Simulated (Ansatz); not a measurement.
```yaml
crystal:
  periodic: [false, false, false]
  atoms:
    - {symbol: B, position_ang: [-1.793287, 0.885526, 0.127443]}
    - {symbol: P, position_ang: [-0.610773, -0.302947, -0.655823]}
    - {symbol: Si, position_ang: [-0.111688, -1.773619, 0.949201]}
    - {symbol: Sn, position_ang: [1.428665, 1.025734, -1.149482]}
    - {symbol: H, position_ang: [-1.851079, 2.011314, -0.269140]}
    - {symbol: H, position_ang: [-2.571751, 0.490817, 0.943803]}
    - {symbol: H, position_ang: [0.693788, -2.877987, 0.366267]}
    - {symbol: H, position_ang: [0.669117, -1.164555, 2.058012]}
    - {symbol: H, position_ang: [-1.395077, -2.306319, 1.472110]}
    - {symbol: H, position_ang: [2.284812, 1.362311, 0.288205]}
    - {symbol: H, position_ang: [2.427525, 0.129687, -2.202364]}
    - {symbol: H, position_ang: [0.906747, 2.464938, -1.894233]}
basis:
  gaussian: {orbitals: def2-mTZVPP}
magnetization: {spin_polarized: true, initial_magnetization: 8}
hamiltonian: {xc: {name: r2SCAN0}, dispersion: d3bj}
```

```sh
$ ansatz run in.yaml --threads 4 --pin off --events-out ev --progress --plain --max-ram 10444MiB
```

Shortened log:

```
Warning: the engine holds no damping parameters fitted to this dispersion correction and functional, so the run takes those fitted to r2scan0 beside the three-body term, which d3bj leaves out (hamiltonian.dispersion, under Limitations)
Functional definition: r2SCAN0
1496 factors; integrals over basis functions are off by at most 9.3e-4 eV
mean field evaluation 1: about -23769.3047 eV, gradient 3.2e1 eV
mean field evaluation 2: about -23680.9343 eV, gradient 9.4e1 eV
mean field evaluation 4: about -23780.5534 eV, gradient 5.4e0 eV
mean field evaluation 8: about -23781.1295 eV, gradient 1.1e0 eV
mean field evaluation 16: about -23781.2126 eV, gradient 1.0e-1 eV
mean field evaluation 32: about -23781.2147 eV, gradient 1.1e-3 eV
mean field -23781.21470239 eV, -873.9435208266 hartree, gradient 1.5e-5 eV, S^2 20.020083; 6 other end points of the search recorded, 0 dependent functions left out
reference -23781.21472604 eV, -873.9435216958 hartree; 36, 28 occupied and 113, 121 virtual orbitals, 1496 factors
Total energy: -23781.33268666 eV, -873.9478566685 hartree
```

(1) What is wrong with this run?

Answers

(1) The spin is set far too high for this molecule. Self-consistency was reached. The result belongs to that input, not to the molecule as meant.
